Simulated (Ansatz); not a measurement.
Cost and result up the ladder for SeF₂ (3 atoms). Charge 0, multiplicity 1. Geometry: r2SCAN-D4/def2-TZVP.

```xyz
3

Se    0.5524   -0.5301   -0.0923
F    -1.1580   -0.5754   -0.4036
F     0.6056    1.1055    0.4959
```

Ansatz on 4 threads of Arm Neoverse V2 on a shared host. Times are rough, and most runs start from the orbitals of an earlier one. PBE0-D4/def2-TZVPD serves as the yardstick here, not as an exact answer. Differences are given only for rows in sets of like size (and for xTB, whose basis is part of the method), since another set adds its own error. Binding counts from free atoms at the same level (Se triplet, F doublet; other spins of the atoms weren't run), without zero-point energy or a counterpoise term.

The 6-31G sets use Cartesian d functions. LC-ωPBE has ω = 0.4 bohr⁻¹. B3LYP takes the VWN-RPA correlation. HSE06 is defined as in plane-wave codes, on full-range PBE exchange. Correlated methods freeze 11 core orbitals; core or outer-core shells of Se are correlated, in sets that lack core-valence functions.

Correlated methods converge slowly with the basis.

| level | functions | wall time | binding energy per atom (eV) | difference from PBE0-D4/def2-TZVPD (eV) |
| --- | --- | --- | --- | --- |
| HF/6-31G | 47 | 0.2 s | 0.44 | – |
| LDA (SPW92)/def2-TZVP | 110 | 0.35 s | 3.27 | 0.89 |
| B3LYP-D4/6-31G | 47 | 0.4 s | 1.92 | – |
| revPBE-D4/def2-TZVP | 110 | 0.55 s | 2.50 | 0.12 |
| MP2/def2-TZVP | 110 | 0.55 s | 2.45 | 0.07 |
| B3LYP-D4/def2-TZVP | 110 | 0.7 s | 2.40 | 0.02 |
| PBE-D4/def2-TZVPD | 137 | 0.75 s | 2.67 | 0.29 |
| HSE06-D4/def2-TZVP | 110 | 0.75 s | 2.37 | -0.01 |
| LC-ωPBE/def2-TZVP | 110 | 0.76 s | 2.39 | 0.01 |
| PBE0-D4/def2-TZVP | 110 | 0.95 s | 2.37 | -0.01 |
| RPA@PBE/def2-TZVP | 110 | 1 s | 2.04 | -0.35 |
| PBE0-D4/def2-TZVPD | 137 | 1.1 s | 2.38 | 0.00 |
| r2SCAN-D4/def2-TZVP | 110 | 1.3 s | 2.43 | 0.05 |
| B97M-V/def2-TZVP | 110 | 1.9 s | 2.45 | 0.06 |
